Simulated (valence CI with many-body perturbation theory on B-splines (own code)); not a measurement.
# Tc III: calculated level list

Level of theory: relativistic CI+MBPT: five valence electrons over a frozen Dirac-Fock core [Kr], radial functions for each j: 7 s, 7 p, 8 d, 6 f, 4 g, 1 h, with the one-electron correlation potential Σ1, the two-electron term Σ2, the three-electron term Σ3, Breit, model QED; selected CI, second order for the rest, scaled by the run's own slope (own B-spline code, finite nucleus).

No measured levels were compared; by estimate terms of the open shell hold to 2 to 4 % of their energy, and close levels can change places; different configurations can be misplaced against each other by 1,000 to 8,000 cm⁻¹. Core correlation moves these levels by up to 14000 cm⁻¹, and in measured spectra 5 to 20 % of such shifts remained as error; rates that hang on mixing are uncertain with them. Among the levels kept, up to 2200 cm⁻¹ of a level comes from second order outside the variational space, and about a tenth of that is noise between levels of different J, which matters for small intervals. Only levels of the ground parity were solved; by the run's estimate the other parity begins above the list, which can be wrong where configurations are misplaced.

Levels 1 to 45 of 54, with energies above the lowest level, 4d5 6S_5/2. "Leading %" is the weight of the configuration and term that name the level; weights of strongly mixed levels are sums over their largest components and can fall short. In the jj column 3d3/2^4 stands for four electrons in 3d with j = 3/2.

| No. | Configuration | Term | J | E (cm⁻¹) | Leading % | Second component | Leading jj |
| --- | --- | --- | --- | --- | --- | --- | --- |
| 1 | 4d5 | 6S | 5/2 | 0.0 | 98 |  | 4d3/2^2 4d5/2^3 (42 %) |
| 2 | 4d5 | 4G | 5/2 | 19351 | 95 |  | 4d3/2^2 4d5/2^3 (36 %) |
| 3 | 4d5 | 4G | 7/2 | 19518 | 96 |  | 4d3/2^2 4d5/2^3 (39 %) |
| 4 | 4d5 | 4G | 11/2 | 19617 | 97 |  | 4d3/2^2 4d5/2^3 (49 %) |
| 5 | 4d5 | 4G | 9/2 | 19633 | 97 |  | 4d3/2^2 4d5/2^3 (64 %) |
| 6 | 4d5 | 4P | 5/2 | 21745 | 60 | 32 % 4d5 4D | 4d3/2^4 4d5/2 (38 %) |
| 7 | 4d5 | 4P | 3/2 | 22027 | 64 | 32 % 4d5 4D | 4d3/2^3 4d5/2^2 (60 %) |
| 8 | 4d5 | 4P | 1/2 | 22475 | 76 | 20 % 4d5 4D | 4d3/2^2 4d5/2^3 (53 %) |
| 9 | 4d5 | 4D | 7/2 | 23647 | 94 |  | 4d3/2^2 4d5/2^3 (56 %) |
| 10 | 4d5 | 4D | 1/2 | 24086 | 76 | 20 % 4d5 4P | 4d3/2^2 4d5/2^3 (74 %) |
| 11 | 4d5 | 4D | 3/2 | 24476 | 63 | 32 % 4d5 4P | 4d3/2 4d5/2^4 (48 %) |
| 12 | 4d5 | 4D | 5/2 | 24509 | 62 | 31 % 4d5 4P | 4d3/2^2 4d5/2^3 (28 %) |
| 13 | 4d5 | 2I | 11/2 | 28162 | 94 | 4 % 4d5 2H | 4d3/2^2 4d5/2^3 (48 %) |
| 14 | 4d5 | 2I | 13/2 | 28521 | 98 |  | 4d3/2^2 4d5/2^3 (98 %) |
| 15 | 4d5 | 2D | 5/2 | 30488 | 51 | 35 % 4d5 2F | 4d3/2^4 4d5/2 (29 %) |
| 16 | 4d5 | 2D | 3/2 | 31254 | 64 | 32 % 4d5 4F | 4d3/2^2 4d5/2^3 (57 %) |
| 17 | 4d5 | 4F | 7/2 | 32287 | 60 | 27 % 4d5 2F | 4d3/2^3 4d5/2^2 (50 %) |
| 18 | 4d5 | 4F | 9/2 | 32293 | 76 | 18 % 4d5 2G | 4d3/2^3 4d5/2^2 (48 %) |
| 19 | 4d5 | 4F | 5/2 | 32693 | 85 | 10 % 4d5 2F | 4d3/2^2 4d5/2^3 (70 %) |
| 20 | 4d5 | 2F | 7/2 | 33120 | 65 | 26 % 4d5 4F | 4d3/2 4d5/2^4 (57 %) |
| 21 | 4d5 | 4F | 3/2 | 33376 | 64 | 31 % 4d5 2D | 4d3/2 4d5/2^4 (51 %) |
| 22 | 4d5 | 2H | 9/2 | 34323 | 56 | 26 % 4d5 2G | 4d3/2^2 4d5/2^3 (75 %) |
| 23 | 4d5 | 2F | 5/2 | 34672 | 54 | 38 % 4d5 2D | 4d5/2^5 (41 %) |
| 24 | 4d5 | 2G | 7/2 | 35266 | 85 | 8 % 4d5 2F | 4d3/2^2 4d5/2^3 (67 %) |
| 25 | 4d5 | 2H | 11/2 | 35586 | 92 | 4 % 4d5 2I | 4d3/2 4d5/2^4 (69 %) |
| 26 | 4d5 | 2G | 9/2 | 36373 | 52 | 39 % 4d5 2H | 4d3/2 4d5/2^4 (65 %) |
| 27 | 4d5 | 2F | 7/2 | 37581 | 89 | 6 % 4d5 4F | 4d3/2 4d5/2^4 (40 %) |
| 28 | 4d5 | 2F | 5/2 | 37731 | 88 | 4 % 4d5 4F | 4d3/2^2 4d5/2^3 (49 %) |
| 29 | 4d5 | 2S | 1/2 | 40994 | 93 |  | 4d3/2 4d5/2^4 (37 %) |
| 30 | 4d4 5s | 6D | 1/2 | 43448 | 96 |  | 4d3/2^2 4d5/2^2 5s (43 %) |
| 31 | 4d4 5s | 6D | 3/2 | 43808 | 97 |  | 4d3/2^3 4d5/2 5s (46 %) |
| 32 | 4d4 5s | 6D | 5/2 | 44360 | 97 |  | 4d3/2^2 4d5/2^2 5s (62 %) |
| 33 | 4d4 5s | 6D | 7/2 | 45029 | 97 |  | 4d3/2^2 4d5/2^2 5s (46 %) |
| 34 | 4d4 5s | 6D | 9/2 | 45808 | 97 |  | 4d3/2 4d5/2^3 5s (42 %) |
| 35 | 4d5 | 2D | 3/2 | 46115 | 95 |  | 4d3/2^3 4d5/2^2 (32 %) |
| 36 | 4d5 | 2D | 5/2 | 46315 | 93 |  | 4d3/2 4d5/2^4 (39 %) |
| 37 | 4d5 | 2G | 9/2 | 50662 | 94 |  | 4d3/2^2 4d5/2^3 (77 %) |
| 38 | 4d5 | 2G | 7/2 | 50704 | 93 |  | 4d3/2^2 4d5/2^3 (46 %) |
| 39 | 4d4 5s | 4D | 1/2 | 55640 | 91 |  | 4d3/2^3 4d5/2 5s (35 %) |
| 40 | 4d4 5s | 4D | 3/2 | 56203 | 92 |  | 4d3/2^2 4d5/2^2 5s (47 %) |
| 41 | 4d4 5s | 4D | 5/2 | 56991 | 93 |  | 4d3/2^2 4d5/2^2 5s (51 %) |
| 42 | 4d4 5s | 4D | 7/2 | 57871 | 93 |  | 4d3/2 4d5/2^3 5s (39 %) |
| 43 | 4d4 5s | 4H | 7/2 | 60471 | 91 |  | 4d3/2^2 4d5/2^2 5s (40 %) |
| 44 | 4d4 5s | 4H | 9/2 | 60746 | 89 | 6 % 4d4 5s 4G | 4d3/2^2 4d5/2^2 5s (55 %) |
| 45 | 4d5 | 2P | 3/2 | 60902 | 86 | 6 % 4d4 5s 2P | 4d3/2^2 4d5/2^3 (66 %) |

Names give the largest LS component (configuration and term), which can be under half, so a name can repeat, a term be missing and a line seem to break the LS rules; names also repeat where a configuration has a term twice.

Where two levels of one J and parity lie close, their mixing, g and order are uncertain.

The ionisation energy to 4d4 5D_0 of the next ion comes out as 29.277 eV (NIST: 29.55 eV (semi-empirical), further off than twice its uncertainty). All 54 levels together are meant to be complete up to 63497 cm⁻¹.
